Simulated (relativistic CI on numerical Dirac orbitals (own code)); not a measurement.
# Crystal-field levels of Yb³⁺, 4f13

Calculated by Dirac-Coulomb-Breit CI, KLI orbitals optimised for each configuration, model QED (radiative potential, 1s self-energy scaled to tabulated hydrogen-like ionisation energies), valence Slater integrals scaled by 0.75, one configuration in a parametric crystal field (own radial code).

Field parameters in Wybourne normalisation; cubic f-shell fields have B⁴₄ = √(5/14) B⁴₀ and B⁶₄ = −√(7/2) B⁶₀. The field is a parameter set, without covalency.

S and J are read from ⟨S²⟩ = S(S + 1) and ⟨J²⟩ = J(J + 1) of each level; they are not fictitious spins.

D4h, B20 = 970, B40 = 1270, B44 = 1240, B60 = 780, B64 = 920 cm⁻¹, the lowest 7 levels:

| E (cm⁻¹) | Degeneracy | Irrep | S | J |
| --- | --- | --- | --- | --- |
| 0.0 | 2 | Γ6 | 0.50 | 3.50 |
| 217 | 2 | Γ7 | 0.50 | 3.50 |
| 659 | 2 | Γ6 | 0.50 | 3.50 |
| 846 | 2 | Γ7 | 0.50 | 3.50 |
| 10123 | 2 | Γ6 | 0.50 | 2.50 |
| 10415 | 2 | Γ7 | 0.50 | 2.50 |
| 10863 | 2 | Γ7 | 0.50 | 2.50 |

Principal g values of the ground doublet: 1.13, 4.56, 4.56.

D3d, B20 = -600, B40 = -60, B43 = 100, B60 = -260, B63 = -380, B66 = 120 cm⁻¹, the lowest 7 levels:

```tsv
E (cm⁻¹)	Degeneracy	Irrep	S	J
0.0	2	Γ4	0.50	3.50
178	2	Γ4	0.50	3.50
261	2	Γ5+Γ6	0.50	3.50
380	2	Γ4	0.50	3.50
10057	2	Γ4	0.50	2.50
10252	2	Γ5+Γ6	0.50	2.50
10370	2	Γ4	0.50	2.50
```

Principal g values of the ground doublet: 0.51, 0.51, 7.82.

Oh, B40 = -600, B60 = -500 cm⁻¹, the lowest 5 levels:

```
E (cm⁻¹)  Degeneracy  Irrep     S     J
     0.0           4     Γ8  0.50  3.50
    10.0           2     Γ7  0.50  3.50
     308           2     Γ6  0.50  3.50
    9991           2     Γ7  0.50  2.50
   10165           4     Γ8  0.50  2.50
```

D3h, B20 = -120, B40 = -190, B60 = 220, B66 = -170 cm⁻¹, the lowest 7 levels:

```json
{"E (cm⁻¹)": "0.0", "Degeneracy": "2", "S": "0.50", "J": "3.50"}
{"E (cm⁻¹)": "54.5", "Degeneracy": "2", "S": "0.50", "J": "3.50"}
{"E (cm⁻¹)": "95.3", "Degeneracy": "2", "S": "0.50", "J": "3.50"}
{"E (cm⁻¹)": "101", "Degeneracy": "2", "S": "0.50", "J": "3.50"}
{"E (cm⁻¹)": "10058", "Degeneracy": "2", "S": "0.50", "J": "2.50"}
{"E (cm⁻¹)": "10063", "Degeneracy": "2", "S": "0.50", "J": "2.50"}
{"E (cm⁻¹)": "10128", "Degeneracy": "2", "S": "0.50", "J": "2.50"}
```

Principal g values of the ground doublet: 2.52, 2.52, 2.65.

Oh, B40 = -640, B60 = 400 cm⁻¹, the lowest 5 levels:

```
E (cm⁻¹)  Degeneracy  Irrep     S     J
     0.0           2     Γ7  0.50  3.50
     237           2     Γ6  0.50  3.50
     305           4     Γ8  0.50  3.50
   10120           2     Γ7  0.50  2.50
   10295           4     Γ8  0.50  2.50
```

Principal g values of the ground doublet: 3.46, 3.46, 3.46.

The next free-ion level lies 10020 cm⁻¹ above the lowest; the field splits the ground level into components whose J stays near 7/2 as long as their spread is small against that gap.

Levels of this model without a field, named by their leading LS term (the scale mimics covalency, so terms lie below those of the real free ion): ²F°7/2 0, ²F°5/2 10020 cm⁻¹.
